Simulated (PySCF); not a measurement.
# One molecule, several mistakes: BCGeH7N

Calculated results; nothing here was measured. They come from PySCF 2.14.0, an open-source quantum chemistry program, on an isolated molecule that a program drew, which may never have been made. The molecule is BCGeH7N (charge 0, doublet), drawn as the SMILES string `B[CH][GeH2][NH2]`.

Each row is a Hartree-Fock (HF) and frozen-core CCSD(T) single point in the cc-pVDZ basis, meant for a local HF minimum. Run 1 is clean. Each other run has one planted mistake out of seven kinds, and not every kind appears here: one electron removed, one electron added, multiplicity raised by two, geometry at a saddle point, minimal basis STO-3G, one bond length entered in bohr, all coordinates scaled. The reference is restricted for singlets and unrestricted otherwise, and also for a bond in bohr. Adding or removing an electron swaps singlet and doublet. Electrons count all cores. HOMO and LUMO are orbital energies over both spins, the gradient is its largest component, and the lowest frequency (negative if imaginary) is given only where the gradient is small. Bond lengths are over the 10 bonds as drawn. T1 is the CCSD diagnostic: over 0.02 (restricted) or 0.045 (unrestricted) a single reference is doubtful. Germanium has the cc-pVDZ-PP basis, with a core potential (ECP10MDF) in place of its 10 inner electrons, and its 3s, 3p and 3d shells are frozen in CCSD(T).

Geometry of the clean run:
```xyz
11
BCGeH7N, angstrom
B    -0.7595    0.7421   -1.1011
C     0.7246    0.3677   -0.8821
Ge    1.5353   -0.2200    0.7907
N     0.1922   -0.7561    1.9304
H    -1.5016    0.9028   -0.1695
H    -1.1944    0.8882   -2.2121
H     1.4055    0.4233   -1.7310
H     2.4362   -1.4374    0.5584
H     2.4020    0.9270    1.3491
H    -0.4636   -0.0300    2.1646
H     0.5256   -1.1551    2.7915
```

| run | electrons | basis functions | <S^2> | HOMO (eV) | LUMO (eV) | gradient (hartree/bohr) | lowest frequency (cm^-1) | mean bond (Å) | longest bond (Å) | T1 | HF (hartree) | CCSD(T) (hartree) | mistake |
|---|---|---|---|---|---|---|---|---|---|---|---|---|---|
| 1 | 57 | 100 | 0.759 | -10.45 | 0.85 | 3.3e-05 | 57 | 1.3917 | 1.950 | 0.0134 | -414.41185 | -414.94995 | no fault |
| 2 | 57 | 100 | 1.548 | -9.02 | 1.62 | 1.3e-02 | - | 1.5293 | 2.922 | 0.0693 | -414.24030 | -414.77917 | one bond length entered in bohr |
| 3 | 58 | 100 | 0.000 | -1.87 | 8.48 | 6.5e-02 | - | 1.3917 | 1.950 | 0.0143 | -414.42060 | -415.00989 | ? |
| 4 | 56 | 100 | 0.000 | -15.39 | -7.46 | 7.1e-02 | - | 1.3917 | 1.950 | 0.0484 | -414.08158 | -414.60484 | ? |

**Which mistake was planted in run 3, and what did it cost?**

It counts 58 electrons, one more than the clean run, at the same geometry and basis. So the mistake is: one electron added. Subtracting run 1 and multiplying by 627.51 kcal/mol a hartree, the energy moved by -5.5 kcal/mol in HF and -37.6 kcal/mol in CCSD(T).

**Which mistake was planted in run 4, and what did it cost?**

It counts 56 electrons, one fewer than the clean run, at the same geometry and basis. So the mistake is: one electron removed. Subtracting run 1 and multiplying by 627.51 kcal/mol a hartree, the energy moved by 207.2 kcal/mol in HF and 216.6 kcal/mol in CCSD(T).

Cautions from the logs. Run 2: T1 is over the limit, so its CCSD(T) energy is less reliable; run 4: T1 is over the limit, so its CCSD(T) energy is less reliable.
